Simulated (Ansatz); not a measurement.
Ansatz (a quantum-chemistry and plane-wave program) input (RI-MP2/def2-TZVPPD):
A basis named .json is the Basis Set Exchange file of that set.

Ansatz 0.2 input:
```yaml
crystal:
  periodic: [false, false, false]
  atoms:
    - {symbol: Hg, position_ang: [0.79381529, -0.41421953, -0.64158118]}
    - {symbol: Br, position_ang: [-1.06307004, 1.64674589, -0.21714063]}
    - {symbol: Br, position_ang: [-0.75136491, -0.69995839, 1.68361190]}
basis:
  gaussian:
    orbitals: def2-TZVPPD.json
    fitting: {mean_field: def2-universal-jkfit, correlation: def2-TZVPPD-RIFIT.json}
magnetization: {spin_polarized: true, initial_magnetization: 2}
correlation: {method: mp2, electrons: outside_noble_gas}
```

End of the output:

```
integrals: 0.19 GiB planned
779 factors; integrals over basis functions are off by at most 2.9e-1 eV
543 factors; integrals over basis functions are off by at most 1.2e2 eV
mean field: 1.02 GiB planned
mean field evaluation 1: about -144147.4841 eV, gradient 9.3e0 eV
mean field evaluation 2: about -144148.2113 eV, gradient 5.3e0 eV
mean field evaluation 4: about -144148.4548 eV, gradient 8.1e-1 eV
mean field evaluation 8: about -144148.4816 eV, gradient 7.5e-5 eV
mean field evaluation 16: about -144148.2742 eV, gradient 1.6e0 eV
mean field evaluation 32: about -144148.4722 eV, gradient 6.9e-1 eV
mean field -144148.48161511 eV, -5297.3589920050 hartree, gradient 1.9e-6 eV, S^2 2.042742; 7 other end points of the search recorded, 0 dependent functions left out
32 core orbitals not correlated
reference -144148.48161511 eV, -5297.3589920050 hartree; 14, 12 occupied and 130, 132 virtual orbitals, 543 factors
second order -19.90970682 eV of doubles, -0.00000000 eV of singles
Total energy: -144168.39132192 eV, -5298.0906602353 hartree
```

The spin state was set by rule; other spins were not relaxed.
